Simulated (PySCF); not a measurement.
# Mayer bond orders and bond lengths

C5H4FO2 (charge -1).
SMILES with atom numbers: `[CH3:1][c:2]1[c:3]([F:4])[cH:5][o:6][c:7]1[O-:8]` (hydrogens: H9, H10, H11 on C1; H12 on C5)

Cartesian coordinates in Å at the GFN2-xTB level; atoms count from 1:
```
atom  x, y, z in Å
C1    -1.7244   -0.3004   -0.0335
C2    -0.2701    0.0367    0.0002
C3     0.8289   -0.8359   -0.0728
F4     0.7643   -2.2020   -0.1838
C5     1.9845   -0.1273   -0.0108
O6     1.6723    1.2055    0.1025
C7     0.2771    1.3242    0.1109
O8    -0.2490    2.4423    0.2101
H9    -2.0621   -0.5630   -1.0429
H10   -2.2888    0.5693    0.2989
H11   -1.9506   -1.1455    0.6225
H12    3.0191   -0.4045   -0.0274
```

Bond orders from the PBE0/pcSseg-1 density (PySCF). Isolated species at its GFN2-xTB geometry, gas phase. The pcSseg-1 basis has no diffuse functions, a weakness for an anion. The HOMO energy is positive at this level (+0.23 eV), so the outermost electrons may be held by the finite basis alone.

(1) How far do the computed orders between heavy atoms stray from the drawn ones?

(2) Set the Mayer orders of the bonds beside their lengths.

## Answers

(1) The largest departure is 0.814, at C7–O8 (drawn single, 1.814), counting aromatic bonds as 1.5. Drawn single, order above 1.12: C7–O8 (1.814). The bonds drawn aromatic range from 0.97 to 1.58. The SMILES, with its formal charges, is one Lewis structure only.

(2) 
| bond | drawn as | length (Å) | Mayer order |
| --- | --- | --- | --- |
| C1–C2 | single | 1.493 | 1.061 |
| C2–C3 | aromatic | 1.405 | 1.259 |
| C3–F4 | single | 1.372 | 0.916 |
| C3–C5 | aromatic | 1.357 | 1.577 |
| C5–O6 | aromatic | 1.374 | 0.978 |
| O6–C7 | aromatic | 1.400 | 0.970 |
| C7–O8 | single | 1.240 | 1.814 |
| C7–C2 | aromatic | 1.403 | 1.320 |
| C1–H9 | single | 1.096 | 0.961 |
| C1–H10 | single | 1.089 | 0.956 |
| C1–H11 | single | 1.093 | 0.965 |
| C5–H12 | single | 1.071 | 0.973 |

By pair of heavy elements: C–C: lowest C1–C2 (1.061, 1.493 Å), highest C3–C5 (1.577, 1.357 Å). C–O: lowest O6–C7 (0.970, 1.400 Å), highest C7–O8 (1.814, 1.240 Å).

Sum the orders of all bonds at each heavy atom with more than one neighbour and set the sums beside the valence in the SMILES.

C1 3.943 (drawn 4), C2 3.640 (drawn 4), C3 3.752 (drawn 4), C5 3.528 (drawn 4), O6 1.948 (drawn 2), C7 4.104 (drawn 4). Orders between atoms that aren't bonded are not in these sums.

Mayer orders depend on the basis set.
